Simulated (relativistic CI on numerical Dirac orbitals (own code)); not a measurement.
**d4 in a ligand field**

Computed with a parametric ligand-field model of a d^n configuration (Racah B and C, spin-orbit zeta, crystal field), exact diagonalisation.

Field parameters in Wybourne normalisation: Oh B⁴₀ = 21Dq, B⁴₄ = √(5/14) B⁴₀; Td as Oh with Dq negative (B⁴₀ = 21Dq, B⁴₄ = √(5/14) B⁴₀). The field is a parameter set, without covalency.

Problem. Ground term and bands for B = 340, C = 1400, ζ = 0 cm⁻¹, Td, 10Dq = -2200 cm⁻¹?

Solution. Ground term 5T2 with 2.00 electrons in the two orbitals of the cubic e set. Spin-allowed: 5E 2200 cm⁻¹. Lowest spin-forbidden: 3T1 5529 cm⁻¹ (1808 nm), 3T2 6477 cm⁻¹ (1544 nm), 1A1 7042 cm⁻¹ (1420 nm).

Problem. Ground term and bands for B = 960, C = 4820, ζ = 0 cm⁻¹, Oh, 10Dq = 3250 cm⁻¹?

Solution. Ground term 5E with 1.00 electrons in the two orbitals of the cubic e set. Spin-allowed: 5T2 3250 cm⁻¹ (3077 nm). Lowest spin-forbidden: 3T1 22055 cm⁻¹ (453 nm), 3E 23563 cm⁻¹ (424 nm), 3T2 25060 cm⁻¹ (399 nm).

Problem. Ground term and bands for B = 390, C = 1500, ζ = 0 cm⁻¹, Oh, 10Dq = 10850 cm⁻¹?

Solution. Ground term 3T1 with 0.03 electrons in the two orbitals of the cubic e set. Spin-allowed: 3E 9548 cm⁻¹ (1047 nm), 3T1 9919 cm⁻¹ (1008 nm), 3T2 10332 cm⁻¹ (968 nm), 3A1 11091 cm⁻¹ (902 nm). Lowest spin-forbidden: 5E 1581 cm⁻¹, 1T2 4378 cm⁻¹ (2284 nm), 1E 4962 cm⁻¹ (2015 nm).

Problem. Ground term and bands for B = 920, C = 4740, ζ = 0 cm⁻¹, Oh, 10Dq = 5000 cm⁻¹?

Solution. Ground term 5E with 1.00 electrons in the two orbitals of the cubic e set. Spin-allowed: 5T2 5000 cm⁻¹ (2000 nm). Lowest spin-forbidden: 3T1 20384 cm⁻¹ (491 nm), 3E 23204 cm⁻¹ (431 nm), 3T1 24880 cm⁻¹ (402 nm).

Problem. Ground term and bands for B = 440, C = 2280, ζ = 0 cm⁻¹, Td, 10Dq = -11500 cm⁻¹?

Solution. Ground term 1A1 with 3.93 electrons in the two orbitals of the cubic e set. Spin-allowed: 1T1 10130 cm⁻¹ (987 nm), 1T2 15516 cm⁻¹ (645 nm), 1T2 21169 cm⁻¹ (472 nm), 1E 21469 cm⁻¹ (466 nm). Lowest spin-forbidden: 5T2 3982 cm⁻¹ (2511 nm), 3T1 5259 cm⁻¹ (1901 nm), 3T2 7895 cm⁻¹ (1267 nm).
